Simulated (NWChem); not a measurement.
Species: CuNH$_{4}$S; SMILES [NH3]->[Cu][SH]

```xyz
7

Cu    -0.0351     0.2369    -0.0003
S     -0.0794    -1.9007    -0.0005
H      1.2699    -2.0150     0.0001
N     -0.0436     2.1988    -0.0003
H     -0.9938     2.5702    -0.0485
H      0.4640     2.5896    -0.7956
H      0.3813     2.5896     0.8420
```
Atoms are numbered in this order, from 1.

Level: PBE0/def2-SVP (NWChem), optimised geometry, unscaled harmonic frequencies. 

| frequency (cm⁻¹) | IR intensity (km/mol) |
|---|---|
| 22 | 9.7 |
| 114 | 2.0 |
| 116 | 2.6 |
| 352 | 10.6 |
| 458 | 6.1 |
| 538 | 10.8 |
| 581 | 31.5 |
| 592 | 24.8 |
| 1199 | 132.4 |
| 1630 | 23.8 |
| 1630 | 23.6 |
| 2684 | 15.7 |
| 3494 | 6.4 |
| 3609 | 48.7 |
| 3610 | 49.9 |

zero-point energy: 29.5 kcal/mol
thermal correction to the enthalpy at 298.15 K (with zero-point energy): 34.0 kcal/mol
heat capacity Cv: 18.3 cal/(mol K)
entropy at 298.15 K and 1 atm (symmetry number 1): 80.1 cal/(mol K)
dipole moment: 8.69 D

Rigid rotor and harmonic oscillator; modes under 100 cm⁻¹ make the entropy uncertain.
